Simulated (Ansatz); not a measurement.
`C[NH][GeH]([OH])[Cl]` + CH₄ → `[CH3][GeH]([OH])[Cl]` + CH₃NH₂  (formal exchange of groups at a Ge–N bond)

Program: Ansatz. Geometries: PBE0-D4/def2-TZVP. ΔE: electronic, gas phase. CCSD(T)/CBS is the MP2 limit (def2-TZVPP, def2-QZVPP) plus CCSD(T) − MP2 in def2-TZVPP, frozen cores. This one scheme is used for every species. Functionals use def2-TZVPP. B3LYP here is the variant with VWN-RPA as its local correlation; programs differ in this. For Ge outer-core shells are correlated without core-valence functions, which leaves a few kJ/mol of doubt a bond. Scalar relativity is left out up to krypton. Each species was taken in one conformer, which may not be the lowest.

`C[NH][GeH]([OH])[Cl]`:

Cartesian coordinates in Å:
```
C -0.380 1.484 -0.099
N -0.872 0.121 0.028
Ge 0.265 -1.277 -0.158
O 1.458 -1.186 1.142
Cl 1.493 -1.162 -1.922
H -0.206 1.794 -1.136
H 0.567 1.580 0.436
H -1.086 2.182 0.357
H -1.763 -0.014 -0.428
H -0.519 -2.593 -0.191
H 1.042 -0.929 1.970
```

CH₄:

Cartesian coordinates in Å:
```
C 0.000 0.000 0.000
H -1.004 -0.382 -0.182
H -0.063 1.009 0.407
H 0.557 0.020 -0.937
H 0.511 -0.647 0.712
```

`[CH3][GeH]([OH])[Cl]`:

```xyz
9

C    -0.409    1.141   -0.329
Ge    0.351   -0.637   -0.242
O    -0.555   -1.695    0.849
Cl    2.356   -0.430    0.549
H     0.175    1.763   -1.008
H    -1.438    1.083   -0.687
H    -0.398    1.595    0.662
H     0.437   -1.408   -1.561
H    -0.519   -1.412    1.765
```

CH₃NH₂:

Cartesian coordinates in Å:
```
C 0.488 -0.119 -0.267
N -0.833 0.335 0.135
H 1.039 -0.692 0.493
H 1.099 0.744 -0.542
H 0.400 -0.744 -1.158
H -0.773 0.926 0.954
H -1.420 -0.451 0.384
```

```json
{"species": "`C[NH][GeH]([OH])[Cl]`", "B3LYP-D4 energy (Eh)": "-2709.14255"}
{"species": "CH₄", "B3LYP-D4 energy (Eh)": "-40.54051"}
{"species": "`[CH3][GeH]([OH])[Cl]`", "B3LYP-D4 energy (Eh)": "-2653.76410"}
{"species": "CH₃NH₂", "B3LYP-D4 energy (Eh)": "-95.90760"}
```

(1) Work out ΔE.

Largest T1 diagnostic among the species: 0.011.

## Answers

(1) ΔE = (-2653.76410) + (-95.90760) − (-2709.14255) − (-40.54051) = 0.01136 Eh = +29.8 kJ/mol. CCSD(T)/CBS gives +28.1 kJ/mol.

The D4 term adds +5.7 kJ/mol with B3LYP and +3.3 kJ/mol with PBE0; it sums over pairs of atoms, weighted by their polarisabilities, and B3LYP, whose exchange is more repulsive, gets the larger term.
